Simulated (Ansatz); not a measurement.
Input for Ansatz (an electronic-structure program): U-MP2/aug-cc-pVTZ on BF2 (SMILES F[B]F), 2S+1 = 2, atoms moved off the minimum.

Ansatz 0.2 input:
```yaml
crystal:
  periodic: [false, false, false]
  atoms:
    - {symbol: F, position_ang: [-1.15568884, -0.22609581, 0.02130570]}
    - {symbol: B, position_ang: [-0.01563438, 0.57624644, -0.04431348]}
    - {symbol: F, position_ang: [1.18838820, -0.03688881, -0.01783693]}
basis:
  gaussian:
    orbitals: aug-cc-pVTZ
magnetization: {spin_polarized: true, initial_magnetization: 1}
correlation: {method: mp2, electrons: outside_noble_gas}
scf: {omitted_lower_state_checks: [cluster_reference]}
output: {forces: true}
```

Question: Give the final energy of this run.

Answer: -224.2875 hartree.

Question: How many basis functions does it have, and what does it roughly cost on one machine?

Answer: 138 functions; around 6 core-seconds (rough).
